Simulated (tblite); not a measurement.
Species: C8H13OP.
Cartesian coordinates in Å at the GFN2-xTB level; atoms count from 1:
```xyz
23
C8H13OP angstrom
C      1.7399    2.1047   -1.6615
C      1.3933    1.6860   -0.4573
P      0.7753   -0.0109   -0.2674
O      0.7026   -0.7755   -1.5150
C      1.8575   -0.7340    0.9987
C      2.4996   -1.8547    0.7207
C     -0.8427    0.1972    0.5943
C     -1.9550    0.7049   -0.3353
C     -2.8082   -0.5157    0.0385
C     -1.6024   -1.1265    0.7667
H      2.1169    3.0962   -1.8571
H      1.6518    1.4339   -2.5021
H      1.4636    2.3078    0.4232
H      1.9493   -0.2245    1.9467
H      3.1607   -2.3453    1.4174
H      2.3707   -2.3135   -0.2474
H     -0.7277    0.7719    1.5131
H     -1.6436    0.6994   -1.3799
H     -2.3754    1.6794   -0.0929
H     -3.6313   -0.2708    0.7079
H     -3.1905   -1.0938   -0.7995
H     -1.1364   -1.9376    0.2069
H     -1.7727   -1.4518    1.7916
```

Level: GFN2-xTB in tblite, geometry and Hessian alike; calculated harmonic values, unscaled, isolated species. Errors from tens to a few hundred cm⁻¹ against measured bands are possible. One conformer, not necessarily the lowest.

Harmonic wavenumbers (cm⁻¹): 31.3, 50.6, 59.2, 77.1, 132.2, 149.0, 172.6, 223.1, 227.3, 284.0, 318.0, 440.2, 447.1, 520.6, 562.5, 634.5, 705.8, 735.5, 766.6, 807.9, 826.6, 905.3, 906.9, 965.4, 972.7, 985.4, 989.4, 1010.7, 1014.1, 1034.8, 1038.1, 1072.4, 1102.7, 1181.5, 1184.5, 1210.1, 1221.6, 1224.3, 1229.8, 1251.5, 1259.9, 1267.8, 1269.5, 1376.9, 1380.2, 1461.2, 1463.2, 1486.4, 1659.2, 1665.0, 2961.9, 2986.7, 2989.9, 2999.6, 3002.0, 3011.0, 3021.0, 3058.3, 3061.9, 3079.4, 3080.0, 3109.4, 3110.6.

A = 1537, B = 974.8, C = 720.3 MHz; mass 156.070 u (most abundant isotopes); point group Cs, symmetry number 1.

Problem. What is the zero-point energy?

Solution. Half the sum of the wavenumbers: 41217 cm⁻¹ = 493.06 kJ/mol.

Problem. Give the ideal-gas entropy at 500 K and 1 bar in the rigid-rotor, harmonic-oscillator model (classical rotation).

Solution. Translation 182.59, rotation 132.29, vibration 270.26: S = 585.1 J/(mol K).

Problem. And Cp and H(500 K) − H(0)?

Solution. Cp = 286.03 J/(mol K), of which vibrations give 252.77 (their classical limit is 63 R = 523.8); H(500 K) − H(0) = 82.63 kJ/mol without the zero-point energy, 66.00 from vibrations.

Problem. How do the functions run with temperature in this model?

Solution. 
| T (K) | S (J/(mol K)) | Cp (J/(mol K)) | H − H(0) (kJ/mol) | G − H(0) (kJ/mol) | ln q(vib) |
| --- | --- | --- | --- | --- | --- |
| 50 | 263.8 | 67.9 | 2.46 | -10.73 | 1.15 |
| 100 | 319.7 | 95.2 | 6.57 | -25.40 | 3.12 |
| 298.15 | 463.4 | 188.6 | 34.25 | -103.92 | 10.12 |
| 373.15 | 510.0 | 228.0 | 49.88 | -140.43 | 12.56 |
| 750 | 717.5 | 365.6 | 164.88 | -373.21 | 24.36 |
| 1000 | 830.2 | 416.9 | 263.13 | -567.03 | 31.55 |

q(vib) and H(0) count from the zero-point level.

Problem. Blend soft modes into free rotors: weight 1/[1 + (100 cm⁻¹/ν̃)⁴] for the oscillator and the rest for a rotor with moment μB/(μ + B), μ = h/(8π²ν), B = 10⁻⁴⁴ kg m². What vibrational entropy results?

Solution. 242.06 J/(mol K) in place of 270.26, which changes −T·S at 500 K by +14.10 kJ/mol.

Problem. What must be added to the electronic energy to get the Gibbs energy at 500 K and 1 bar?

Solution. ZPE + [H(500 K) − H(0)] − T·S = 493.06 + 82.63 − 292.57 = 283.12 kJ/mol.

Problem. Which modes carry the vibrational entropy at 500 K?

Solution. 31.3 cm⁻¹: 28.33; 50.6 cm⁻¹: 24.34; 59.2 cm⁻¹: 23.04; 77.1 cm⁻¹: 20.85; 132.2 cm⁻¹: 16.40; 149.0 cm⁻¹: 15.42 J/(mol K); the other 57 give 141.87 together.

Hindered rotation and anharmonicity are outside this model. Other conformers, if any are populated, would add a mixing term that is left out.
